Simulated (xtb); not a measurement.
xtb input (GFN1-xTB):

```bash
xtb mol.xyz --gfn 1 --opt tight --chrg 0 --uhf 0
```
mol.xyz:
```
13

Si     2.84117435     0.95569913     0.76888613
O      1.22137183     0.64625160     0.71854542
Si     0.00652186    -0.04051223    -0.06949566
Cl    -0.15414344     0.77227800    -1.94176738
Cl     0.35790247    -2.04717292    -0.27395074
O     -1.35534925     0.19265303     0.74264559
Si    -2.98644841    -0.04727276     0.80793958
H      3.24028995     1.68879787    -0.45102991
H      3.09460273     1.77840575     1.96774886
H      3.58254819    -0.32005300     0.85545582
H     -3.47245679     0.57331413     2.05569084
H     -3.62412761     0.58853329    -0.36411702
H     -3.27041011    -1.49781967     0.81131036
```

Output:

```
           -------------------------------------------------
          |                Calculation Setup                |
           -------------------------------------------------

           -------------------------------------------------
          |                 G F N 1 - x T B                 |
           -------------------------------------------------

        Reference                      10.1021/acs.jctc.7b00118
      * Hamiltonian:
        H0-scaling (s, p, d)           1.850000    2.250000    2.000000
        zeta-weighting                 0.000000
      * Dispersion:
        s8                             2.400000
        a1                             0.630000
        a2                             5.000000
        s9                             0.000000
      * Repulsion:
        kExp                           1.500000
        rExp                           1.000000
      * Coulomb:
        alpha                          2.000000
        third order                    atomic
        anisotropic                    false
      * Halogen bond correction:
        rad-scale                      1.300000
        damping                        0.440000

          ...................................................
          :                      SETUP                      :
          :.................................................:
          :  # basis functions                  70          :
          :  # atomic orbitals                  65          :
          :  # shells                           31          :
          :  # electrons                        44          :
          :  # halogen bonds                     4          :
          :  max. iterations                   250          :
          :  Hamiltonian                  GFN1-xTB          :
          :  restarted?                      false          :
          :  GBSA solvation                  false          :
          :  PC potential                    false          :
          :  electronic temp.          300.0000000     K    :
          :  accuracy                    1.0000000          :
          :  -> integral cutoff          0.2500000E+02      :
          :  -> integral neglect         0.1000000E-07      :
          :  -> SCF convergence          0.1000000E-05 Eh   :
          :  -> wf. convergence          0.2000000E-04 e    :
          :  Broyden damping             0.4000000          :
          :  net charge                          0          :
          :  unpaired electrons                  0          :
          ...................................................

 iter      E             dE          RMSdq      gap      omega  full diag
   1    -27.2569202 -0.272569E+02  0.727E+00    6.82       0.0  T
   2    -27.2818480 -0.249278E-01  0.413E+00    6.88       1.0  T
   3    -27.2831177 -0.126969E-02  0.573E-01    7.06       1.0  T
   4    -27.2832394 -0.121706E-03  0.237E-01    7.22       1.0  T
   5    -27.2845243 -0.128495E-02  0.902E-02    7.19       1.0  T
   6    -27.2846513 -0.126959E-03  0.481E-02    7.15       1.0  T
   7    -27.2846673 -0.160330E-04  0.273E-02    7.17       1.0  T
[...]
        20        2.0000           -0.4476778             -12.1819
        21        2.0000           -0.4475479             -12.1784
        22        2.0000           -0.4467935             -12.1579 (HOMO)
        23                         -0.1835278              -4.9940 (LUMO)
        24                         -0.1787067              -4.8629
        25                         -0.1462626              -3.9800
        26                         -0.1456280              -3.9627
        27                         -0.1411089              -3.8398
        28                         -0.1399724              -3.8088
        29                         -0.1327400              -3.6120
        30                         -0.1114631              -3.0331
        31                         -0.1094357              -2.9779
        32                         -0.0807557              -2.1975
        33                         -0.0499763              -1.3599
       ...                                ...                  ...
        65                          1.4698064              39.9955
      -------------------------------------------------------------
                  HL-Gap            0.2632657 Eh            7.1638 eV
             Fermi-level           -0.3151607 Eh           -8.5760 eV

  Mulliken/CM5 charges         n(s)   n(p)   n(d)
     1Si    0.37288  0.11353   1.194  1.722  0.711
     2O    -0.36684 -0.38372   1.629  4.738  0.000
     3Si    0.57971  0.48604   0.870  1.286  1.265
     4Cl   -0.07506 -0.02449   1.885  5.202 -0.012
     5Cl   -0.07505 -0.02447   1.885  5.202 -0.012
     6O    -0.36684 -0.38372   1.629  4.738  0.000
     7Si    0.37288  0.11356   1.194  1.722  0.711
     8H    -0.07534  0.01541   1.075  0.000  0.000
     9H    -0.07062  0.02032   1.071  0.000  0.000
    10H    -0.07489  0.01591   1.075  0.000  0.000
    11H    -0.07063  0.02028   1.071  0.000  0.000
    12H    -0.07492  0.01589   1.075  0.000  0.000
    13H    -0.07529  0.01544   1.075  0.000  0.000

Wiberg/Mayer (AO) data.
largest (>0.10) Wiberg bond orders for each atom

 ---------------------------------------------------------------------------
     #   Z sym  total        # sym  WBO       # sym  WBO       # sym  WBO
 ---------------------------------------------------------------------------
     1  14 Si   4.240 --     2 O    1.322     9 H    0.943     8 H    0.943
                            10 H    0.943
     2   8 O    2.562 --     1 Si   1.322     3 Si   1.161
     3  14 Si   5.199 --     5 Cl   1.368     4 Cl   1.368     6 O    1.161
                             2 O    1.161
     4  17 Cl   1.471 --     3 Si   1.368
     5  17 Cl   1.471 --     3 Si   1.368
     6   8 O    2.562 --     7 Si   1.322     3 Si   1.161
     7  14 Si   4.240 --     6 O    1.322    11 H    0.943    13 H    0.943
                            12 H    0.943
     8   1 H    0.990 --     1 Si   0.943
     9   1 H    0.991 --     1 Si   0.943
    10   1 H    0.990 --     1 Si   0.943
    11   1 H    0.991 --     7 Si   0.943
    12   1 H    0.990 --     7 Si   0.943
    13   1 H    0.990 --     7 Si   0.943
 ---------------------------------------------------------------------------

Topologies differ in total number of bonds
Writing topology from bond orders to xtbtopo.mol

 dipole moment from electron density (au)
     X       Y       Z
  -0.0114   0.0699   0.1205  total (Debye):    0.355

           -------------------------------------------------
          |                Geometry Summary                 |
           -------------------------------------------------

      molecular mass/u    :      193.2088256
   center of mass at/Å    :        0.0336537      -0.2088811      -0.3608454
  moments of inertia/u·Å² :        0.5456918E+03   0.7151636E+03   0.8530064E+03
rotational constants/cm⁻¹ :        0.3089222E-01   0.2357171E-01   0.1976261E-01

 * 12 selected distances

     #   Z          #   Z                                           value/Å
     1  14 Si       2   8 O                                       1.6400210
     2   8 O        3  14 Si                                      1.6712382
     3  14 Si       4  17 Cl                                      2.0082957 (max)
     3  14 Si       5  17 Cl                                      2.0082217
     3  14 Si       6   8 O                                       1.6712328
     6   8 O        7  14 Si                                      1.6400081
Note: The following floating-point exceptions are signalling: IEEE_DENORMAL
normal termination of xtb
     1  14 Si       8   1 H                                       1.4494978
     1  14 Si       9   1 H                                       1.4485335 (min)
     1  14 Si      10   1 H                                       1.4490926
     7  14 Si      11   1 H                                       1.4486712
     7  14 Si      12   1 H                                       1.4490394
     7  14 Si      13   1 H                                       1.4495330

 * 3 distinct bonds (by element types)

   Z      Z             #   av. dist./Å        max./Å        min./Å
   1 H   14 Si          6     1.4490613     1.4495330     1.4485335
   8 O   14 Si          4     1.6556250     1.6712382     1.6400081
  14 Si  17 Cl          2     2.0082587     2.0082957     2.0082217

optimized geometry written to: xtbopt.xyz

           -------------------------------------------------
          | TOTAL ENERGY              -27.173172769694 Eh   |
          | GRADIENT NORM               0.000585955262 Eh/α |
          | HOMO-LUMO GAP               7.163824033052 eV   |
           -------------------------------------------------

------------------------------------------------------------------------
------------------------------------------------------------------------
 total:
 SCF:
 ANC optimizer:
```
